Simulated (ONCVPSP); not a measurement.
An all-electron radial function and its pseudo partner (P)

Columns: radius, all-electron u(r) and pseudo u(r) of the 3s shell (level -14.15 eV) of phosphorus in the configuration [Ne] 3s1.75 3p3.25; PBE, scalar-relativistic, ONCV scheme, ONCVPSP 4.0.1.

```tsv
r (bohr)	all-electron	pseudo
0.095	0.1319	0.0301
0.190	-0.1595	0.0574
0.285	-0.3433	0.0918
0.380	-0.3699	0.1360
0.475	-0.2868	0.1819
0.570	-0.1448	0.2328
0.665	0.0191	0.2970
0.760	0.1818	0.3642
0.855	0.3303	0.4246
0.950	0.4582	0.4896
1.045	0.5633	0.5683
1.140	0.6464	0.6466
1.235	0.7091	0.7091
1.330	0.7529	0.7529
1.425	0.7799	0.7799
1.520	0.7927	0.7927
1.615	0.7934	0.7934
1.710	0.7843	0.7843
1.805	0.7674	0.7674
1.900	0.7444	0.7444
1.995	0.7169	0.7169
2.090	0.6862	0.6862
2.185	0.6533	0.6533
2.280	0.6191	0.6191
2.375	0.5844	0.5844
2.470	0.5498	0.5498
```

Problem. How many radial nodes do the two functions have?

Solution. The all-electron 3s function has n − l − 1 = 2; the pseudo-wave has 0, since the states of the same l below it are removed with the core.

Problem. At about which radius was the pseudo-wave matched?

Solution. 1.25 bohr. The columns agree to 0.0005 from 1.14 bohr on; several derivatives are matched, so the curves merge somewhat inside the radius.

Problem. Where does each function peak?

Solution. Outermost all-electron maximum near 1.61 bohr, pseudo maximum near 1.61 bohr (to the table’s step).

Problem. Is the pseudo-wave norm-conserving?

Solution. Yes: the ONCV scheme keeps the norm inside the radius equal to the all-electron one, which fixes the energy derivative of the logarithmic derivative at the level.
